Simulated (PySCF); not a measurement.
# Potential energy of NaIn along the bond

Set-up: Na cc-pVDZ, In cc-pVDZ-PP with ECP28; scalar-relativistic core potentials (PySCF 2.14). Energies in eV from Na + In in their ground configurations at the same level. State: ¹Σ⁺ (singlet), closed shell.

```json
{"R (Å)": "2.801", "PBE0": "-0.5207"}
{"R (Å)": "2.931", "PBE0": "-0.6414"}
{"R (Å)": "3.062", "PBE0": "-0.7098"}
{"R (Å)": "3.159", "PBE0": "-0.7347"}
{"R (Å)": "3.257", "PBE0": "-0.7418"}
{"R (Å)": "3.355", "PBE0": "-0.7347"}
{"R (Å)": "3.485", "PBE0": "-0.7079"}
{"R (Å)": "3.648", "PBE0": "-0.6540"}
{"R (Å)": "3.843", "PBE0": "-0.5696"}
{"R (Å)": "4.104", "PBE0": "-0.4392"}
```

Q: Put a parabola through the three lowest points of the PBE0 curve and estimate Re, k and ωe (reduced mass 19.16 u; 1 eV/Å² = 0.16022 mdyn/Å; ωe = 1302.8·√(k/μ) cm⁻¹).

A: Through R = 3.159, 3.257, 3.355 Å the second-order coefficient is 0.739 eV/Å², so Re ≈ 3.257 Å, k ≈ 0.237 mdyn/Å and ωe ≈ 145 cm⁻¹. A polynomial fit of higher order to the unrounded PBE0 energies gives Re = 3.253 Å, k = 0.240 mdyn/Å, ωe = 146 cm⁻¹; anharmonicity and rounding make the difference.

The higher-order fit for each curve: PBE0: Re = 3.253 Å, ωe = 146 cm⁻¹, De = 0.74 eV.

Closed-shell solutions of metal pairs were not tested for spin polarisation, which can lower them a little. These are scalar-relativistic numbers at best; spin–orbit coupling would shift them, the dissociation energy most.
